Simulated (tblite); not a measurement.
Input of a run (GFN2-xTB geometry optimisation, gas phase (tblite 0.8.0)), started from a force field or distance geometry:
```
{"job": {"kind": "relax", "xc": "GFN2-xTB", "basis": "xTB"}, "charge": 0, "multiplicity": 2}
C      2.364100    -0.100400    -0.282200
C      0.877900    -0.067400    -0.144000
C      0.217300    -1.278800    -0.038900
C     -1.180700    -1.224900     0.087500
C     -1.868400    -0.055900     0.148500
C     -1.144200     1.119900     0.041700
F     -1.852800     2.293000     0.088500
C      0.240800     1.147600    -0.089600
H      2.778100     0.794800    -0.775500
H      2.781700    -0.231200     0.753500
H      0.737700    -2.238000    -0.077900
H     -1.748900    -2.175600     0.173400
H     -2.943600    -0.077900     0.259000
H      0.740400     2.094300    -0.166100
```

Output (eV, eV/Å):
```
step      E/eV     max force
  0    -616.81284    2.952
  1    -617.05716    1.643
  2    -617.14109    0.998
  3    -617.22929    1.050
  4    -617.30657    0.670
  5    -617.34310    0.544
  6    -617.36679    0.513
  7    -617.41934    0.562
  8    -617.45877    0.602
  9    -617.50666    0.600
 10    -617.55979    0.752
 11    -617.60519    1.249
 12    -617.67404    0.666
 13    -617.72657    0.474
 14    -617.77152    0.650
 15    -617.79729    0.507
 16    -617.84148    0.601
 17    -617.86422    0.431
 18    -617.87473    0.228
 19    -617.87892    0.204
 20    -617.88273    0.202
 21    -617.88752    0.169
 22    -617.89084    0.141
 23    -617.89308    0.126
 24    -617.89539    0.127
 25    -617.89726    0.123
 26    -617.89853    0.094
 27    -617.89966    0.098
 28    -617.90096    0.127
 29    -617.90222    0.107
 30    -617.90314    0.072
 31    -617.90364    0.050
 32    -617.90395    0.047
 33    -617.90421    0.039
 34    -617.90440    0.044
 35    -617.90455    0.035
 36    -617.90467    0.028
 37    -617.90475    0.026
 38    -617.90481    0.024
 39    -617.90489    0.030
 40    -617.90499    0.029
 41    -617.90510    0.026
 42    -617.90516    0.020
 43    -617.90519    0.016
 44    -617.90522    0.016
 45    -617.90525    0.018
 46    -617.90529    0.018
 47    -617.90533    0.017
 48    -617.90536    0.020
 49    -617.90539    0.018
 50    -617.90542    0.018
 51    -617.90545    0.016
 52    -617.90547    0.012
 53    -617.90549    0.012
 54    -617.90551    0.011
 55    -617.90552    0.008
```

Q: Summarise the run.

A: The energy falls by 105.4 kJ/mol over 55 L-BFGS steps, the largest force on an atom goes from 2.95 to 0.008 eV/Å, and the atoms move by 0.346 Å rms after alignment. The bond that changes most is C1–C2 (ends: carbon bonded to C and 2 H; carbon bonded to 3 C), which shortens by 0.115 Å. Bonds longer at the end by more than 0.005 Å: 5 of 14; shorter: 8. Among the angles that change most is C2–C1–H10, from 106.7° to 121.2°. Among the dihedrals that turn most is H10–C1–C2–C8, from 97° to 180°. The energy never rose by more than 1e-5 eV on the way. The first step brought 22 % of the lowering.

Q: What are the final bond lengths?

A: C1–C2 1.378 Å, C2–C3 1.425 Å, C3–C4 1.372 Å, C4–C5 1.392 Å, C5–C6 1.391 Å, C6–F7 1.352 Å, C6–C8 1.369 Å, C2–C8 1.423 Å, C1–H9 1.075 Å, C1–H10 1.075 Å, C3–H11 1.079 Å, C4–H12 1.080 Å, C5–H13 1.078 Å, C8–H14 1.078 Å. Numbering counts from 1 in the input's order; the species is `[CH2]c1cccc(F)c1` [radical].

The run took 0.78 s wall on one thread of an Intel Xeon at 2.50 GHz, no GPU, shared host with 64 logical CPUs at a one-minute load of 60.

Its GFN2-xTB frequencies are all real (lowest 176 cm⁻¹).

These are computed values.
